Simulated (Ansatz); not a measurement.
Sn₁₃OH₁₈ was relaxed with r2SCAN-D4 (def2-SVP) in Ansatz in these states: charge +1 doublet, neutral singlet. The geometries follow in no particular order.

In the def2 sets Sn takes a core potential; there is no spin–orbit coupling. Single mean-field runs in def2-SVP are fitted with def2-universal-jkfit.

A:

```csv
atom,x (Å),y (Å),z (Å)
Sn1,2.0994,-0.6668,2.6141
Sn2,-3.8468,2.1514,-0.6722
Sn3,-1.5587,-0.2323,1.7678
Sn4,0.6606,3.4290,0.2181
Sn5,3.3112,-0.7032,-1.1019
Sn6,-0.8153,-0.9870,-1.1003
Sn7,0.3875,-4.4865,0.6265
Sn8,-2.0609,3.7657,0.7871
Sn9,2.5409,1.7892,1.2905
Sn10,2.6124,-2.7155,0.7438
Sn11,-2.7323,0.4466,-2.6065
Sn12,-2.4438,-3.6563,0.7555
Sn13,1.2701,1.2987,-1.6636
O14,-2.1677,-2.0781,2.0369
H15,0.3242,-0.4762,2.7738
H16,2.5762,-0.4786,4.2626
H17,-5.0701,3.2397,-1.2111
H18,-4.5814,1.1805,0.5560
H19,1.4473,4.8296,-0.4027
H20,4.9160,-0.1700,-0.7371
H21,3.3824,-1.2847,-2.7301
H22,0.1023,-1.9893,-2.1837
H23,0.8956,-5.5216,1.9289
H24,0.8701,-5.4010,-0.7708
H25,-2.2349,3.5693,2.4867
H26,-2.2840,5.4412,0.4425
H27,4.1507,2.3570,1.0721
H28,4.1174,-3.3745,1.3028
H29,-4.0732,-0.4346,-3.2399
H30,-2.1346,1.4428,-3.8765
H31,-2.0972,-2.4851,-0.7511
H32,2.4366,2.2009,-2.6183
```

B:

Cartesian coordinates in Å:
```
Sn 1.835 2.136 -0.993
Sn -4.520 -0.557 1.952
Sn 0.261 2.187 1.866
Sn -2.834 1.100 -2.130
Sn 1.488 -1.999 -2.597
Sn -0.139 -0.682 1.357
Sn 4.810 -0.637 0.742
Sn -3.634 1.681 0.498
Sn -0.320 1.479 -3.157
Sn 3.381 -0.170 -1.627
Sn -2.234 -2.000 2.675
Sn 3.884 1.596 2.286
Sn -0.871 -1.082 -1.359
O 2.307 2.187 1.109
H 0.171 2.339 -0.167
H 2.173 3.765 -1.422
H -5.564 -1.406 0.891
H -5.421 0.061 3.272
H -3.992 0.189 -3.024
H 1.542 -2.007 -4.309
H 1.895 -3.544 -1.972
H 1.313 -1.631 1.481
H 6.500 -0.540 0.492
H 4.395 -2.116 1.503
H -2.134 2.278 1.189
H -4.661 3.056 0.443
H -0.443 0.542 -4.626
H 4.424 0.534 -2.805
H -2.054 -1.967 4.380
H -2.395 -3.621 2.143
H 2.839 1.167 3.637
H -2.001 -2.337 -1.729
```

Task: Judge from the bond lengths which geometry belongs to which state (an estimate).

Result: A is the neutral singlet (Sn6–H31 2.002 Å, Sn6–Sn13 3.145 Å, Sn1–Sn9 2.825 Å); B is the charge +1 doublet (Sn6–H31 4.182 Å, Sn6–Sn13 2.841 Å, Sn1–Sn9 3.124 Å).
